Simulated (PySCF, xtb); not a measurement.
B(H)(SeH)2 (BH3Se2), SMILES [SeH]B[SeH].

GFN2-xTB (xtb) at its own geometry gives an orbital gap of 3.46 eV and a dipole moment of 2.57 D.

Coordinates come from a B3LYP-D3(BJ)/def2-SVP optimisation. The structure was generated by enumeration, and PubChem lists no compound with its InChIKey, so it may never have been made. The values are those of a single conformer.

Task: What does PBE/def2-TZVPD run with PySCF give? (The exact figures need the calculation; the answer reports its results.)

Result: gap 3.94 eV (levels -6.06 and -2.12 eV), dipole 0.85 D.
